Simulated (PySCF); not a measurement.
# One molecule, several mistakes: AlBCGeH4

Calculated results; nothing here was measured. They come from PySCF 2.14.0, an open-source quantum chemistry program, on an isolated molecule that a program drew, which may never have been made. The molecule is AlBCGeH4 (charge 0, singlet), drawn as the SMILES string `C=[B][Ge][AlH2]`.

Each row is a Hartree-Fock (HF) and frozen-core CCSD(T) single point in the cc-pV(D+d)Z basis, meant for a local HF minimum. Run 1 is clean. Each other run has one planted mistake out of seven kinds, and not every kind appears here: one electron removed, one electron added, multiplicity raised by two, geometry at a saddle point, minimal basis STO-3G, one bond length entered in bohr, all coordinates scaled. The reference is restricted for singlets and unrestricted otherwise, and also for a bond in bohr. Adding or removing an electron swaps singlet and doublet. Electrons count all cores. HOMO and LUMO are orbital energies over both spins, the gradient is its largest component, and the lowest frequency (negative if imaginary) is given only where the gradient is small. Bond lengths are over the 7 bonds as drawn. T1 is the CCSD diagnostic: over 0.02 (restricted) or 0.045 (unrestricted) a single reference is doubtful. Germanium has the cc-pVDZ-PP basis, with a core potential (ECP10MDF) in place of its 10 inner electrons, and its 3s, 3p and 3d shells are frozen in CCSD(T).

Geometry of the clean run:
```xyz
8
AlBCGeH4, angstrom
C     0.0642    4.2282   -0.5239
B     0.2460    3.7778    0.7911
Ge    0.5720    3.2138    2.6784
Al   -1.0201    1.2866    2.1964
H    -0.5809    3.7215   -1.2350
H     0.5645    5.1153   -0.9007
H    -2.5604    1.4313    2.5315
H    -0.4499   -0.1061    1.7053
```

```
run,electrons,basis functions,<S^2>,HOMO (eV),LUMO (eV),gradient (hartree/bohr),lowest frequency (cm^-1),mean bond (Å),longest bond (Å),T1,HF (hartree),CCSD(T) (hartree),mistake
1,60,94,0.000,-8.54,-0.17,2.9e-05,62,1.6117,2.546,0.0241,-600.09970,-600.51981,no fault
2,60,94,0.000,-8.46,-0.60,4.5e-05,-177,1.6237,2.622,0.0235,-600.09208,-600.51168,geometry at a saddle point
3,60,94,0.000,-8.63,-0.09,5.4e-02,-,1.5230,2.406,0.0226,-600.07676,-600.49160,all coordinates scaled
4,59,94,1.052,-13.72,-6.22,6.3e-02,-,1.6117,2.546,0.0812,-599.83495,-600.20683,one electron removed
5,61,94,0.831,-1.86,5.06,2.5e-02,-,1.6117,2.546,0.0257,-600.13641,-600.56550,one electron added
6,60,94,2.024,-7.02,-0.50,1.1e-01,-,1.6117,2.546,0.0214,-600.06288,-600.45161,?
```

**Which mistake was planted in run 6, and what did it cost?**

Electrons, basis and geometry are unchanged, and <S^2> is 2.024, beside S(S+1) = 2.00 for a multiplicity of 3. So the mistake is: multiplicity raised by two. Subtracting run 1 and multiplying by 627.51 kcal/mol a hartree, the energy moved by 23.1 kcal/mol in HF and 42.8 kcal/mol in CCSD(T).

Cautions from the logs. Run 1: T1 is over the limit, so its CCSD(T) energy is less reliable; run 2: T1 is over the limit, so its CCSD(T) energy is less reliable; run 3: T1 is over the limit, so its CCSD(T) energy is less reliable; run 4: T1 is over the limit, so its CCSD(T) energy is less reliable.
